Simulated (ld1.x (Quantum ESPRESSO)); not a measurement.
**Before and after: PAW potential for Bi (Z = 83)**

ld1.x (Quantum ESPRESSO) 7.5 input, shortened:

```
&input
   title='Bi', zed=83., rel=1, dft='PBE', iswitch=3,
   config='[Xe] 4f14 5d10 6s2 6p3'
 /
 &inputp
   pseudotype=3, lpaw=.true., tm=.true., lloc=-1, rcloc=1.70,
   nlcc=.true., new_core_ps=.true.,
   which_augfun='PSQ', rmatch_augfun_nc=.true.
 /
6
6S  1  0   2.00   0.00  1.65  1.85  0.0
6S  1  0   0.00   0.05  1.65  1.85  0.0
6P  2  1   3.00   0.00  1.90  2.20  0.0
6P  2  1   0.00   1.00  1.90  2.20  0.0
5D  3  2  10.00   0.00  1.95  2.10  0.0
5D  3  2   0.00  -1.55  1.95  2.10  0.0
 &test
   configts(1)='5d10 6s2 6p3'
 /
```

Change: local potential all-electron potential smoothed inside 1.86 bohr (lloc = -1).

Cutoffs: the cutoffs (Ry, on a coarse ladder) from which the occupation-weighted sum of valence levels, in a spherical-Bessel basis at the reference potential, stays within 10 and 1 mRy of its value at 400 Ry; they do not see the model core or the augmentation charge, which bear on the density cutoff. Errors are all-electron minus pseudo energies relative to the spin-unpolarised reference configuration.

Question: How do hardness, ghosts and transferability respond?

Answer: The potential gets neither clearly harder nor softer (30 Ry and 45 Ry → 30 Ry and 45 Ry); both files keep a bound ghost (s); of the 7 tests that both files solve, the error grows in 2 and shrinks in 1 by more than 15 % and 0.3 meV (median size 4.5 → 6.1 meV); the range in which the p phases agree widens (upper end 1.6 → 3.1).

```csv
quantity,base,changed
"cutoff, loose",30 Ry,30 Ry
"cutoff, tight",45 Ry,45 Ry
loose cutoff by channel (10 mRy a level),"s 8 Ry, p 6 Ry, d 21 Ry","s 10 Ry, p 6 Ry, d 21 Ry"
bound ghosts,s,s
"error for 5d10 6s2 6p2, meV [ΔE 7.91 eV]",-3.6,-3.6
"error for 5d10 6s2 6p1, meV [ΔE 23.16 eV]",-11,-11
"error for 5d10 6s2 6p0, meV [ΔE 46.50 eV]",-20,-24
"error for 5d10 6s2 6p2.5, meV [ΔE 3.10 eV]",-1.5,-1.5
"error for 5d10 6s2 6p3.3, meV [ΔE -1.09 eV]",+0.6,+0.5
"error for 5d9 6s2 6p3, meV [ΔE 33.32 eV]",+197,-6.2
"error for 5d10 6s1 6p3, meV [ΔE 18.73 eV]",-4.5,-6.1
s: phases at 2.40 bohr within 0.05 rad from the reference energy up to (Ry; the scan ends near 5),4.8,to the end of the scan
p: phases at 2.40 bohr within 0.05 rad from the reference energy up to (Ry; the scan ends near 5),1.6,3.1
d: phases at 2.40 bohr within 0.05 rad from the reference energy up to (Ry; the scan ends near 5),1.3,1.9
lowest overlap eigenvalue by channel,"s 0.48, p 0.48, d 0.70","s 0.48, p 0.50, d 0.69"
```

 A true bound ghost makes a file unfit for plane-wave use even where its test errors are small: the radial tests pick states by their node count and pass the ghost by.
